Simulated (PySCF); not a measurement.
C3H10AlN, SMILES CC[N](C)[AlH2].

Geometry: B3LYP-D3(BJ)/def2-SVP. One conformer was computed; it need not be the lowest.

The numbers are results of ωB97X/def2-TZVP run with PySCF, not measurements.

The molecule is in vacuum.

Computed frontier levels, gap, dipole moment and polarisability:
```yaml
highest_occupied_level: -8.77 eV
lowest_empty_level: 1.07 eV
orbital_gap: 9.84 eV
dipole_moment: 0.96 D
quadrupole, principal values (traceless, Buckingham form, about the centre of nuclear charge): -2.51, -1.21, 3.71 D·Å
mean_static_polarisability: 73.6 bohr³ (10.91 Å³)
polarisability_principal_values: 62.0, 74.0, 84.9 bohr³
```
